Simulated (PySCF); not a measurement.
Excitation energy of Sc by level of theory

Sc [Ar] 3d1 4s2 (2D) → Sc [Ar] 3d2 4s1, s spin flipped, as a difference of total energies. Computed with PySCF 2.14 in aug-cc-pVTZ-DK (8s7p5d3f2g, 93 functions), with scalar relativity by spin-free X2C-1e. Correlated levels: valence: [Ar] frozen. The calculations carry no spin-orbit coupling.

| method | excitation energy (cm⁻¹) |
| --- | --- |
| UHF | 13517 |
| MP2 (valence) | 15858 |
| SCS-MP2 (valence) | 16850 |

The upper determinant mixes two multiplicities, so it lies between the two terms.

The coupled-cluster amplitudes are large for the upper state (T1 above 0.03 or a double amplitude above 0.15), so a single reference is strained.
